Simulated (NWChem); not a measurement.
Basis-set dependence for FGe

```
Ge
F 1 1.7654
```
Charge 0, spin multiplicity 2.

Everything below was run with NWChem. The geometry was optimised at UB3LYP/def2-SVP, a minimum by its harmonic frequencies.

Hartree-Fock energies in Ha, correlation energies in mHa.

The Hamiltonian is non-relativistic. The correlated methods keep 10 core orbitals frozen. The Pople sets run with spherical d functions. This spin state was chosen for the runs; another may lie lower. The structure started from a generated list of species. The unpaired electrons of the parent sit in orbitals of symmetry b2 (C2v labels of the run); other states weren't searched. No SCF solution was tested for a lower state. Open-shell Hartree-Fock references start from PBE0 orbitals. Coupled-cluster values serve here as a point of comparison, not as the truth.

```tsv
basis	functions	UHF	UMP2	SCS-UMP2	CCSD on ROHF	CCSD[T] on ROHF	CCSD(T) on ROHF	CCSD on UHF	CCSD[T] on UHF	CCSD(T) on UHF
def2-SVP	46	-2174.46035	-375.2	-353.2	-382.1	-393.1	-391.2	-378.4	-389.1	-387.3
6-311G**	62	-2174.78880	-414.5	-390.0	-418.1	-431.9	-430.0	-414.3	-427.8	-425.9
def2-TZVP	79	-2174.85720	-454.4	-433.0	-461.1	-478.8	-476.9	-456.9	-474.4	-472.4
def2-QZVP	132	-2174.90434	-534.9	-509.9	not run	not run	not run	not run	not run	not run
```

From def2-TZVP to def2-QZVP the Hartree-Fock energy moves by -47.1 mHa and the UMP2 correlation energy by -80.5 mHa, which is 15 % of its value in the larger set.
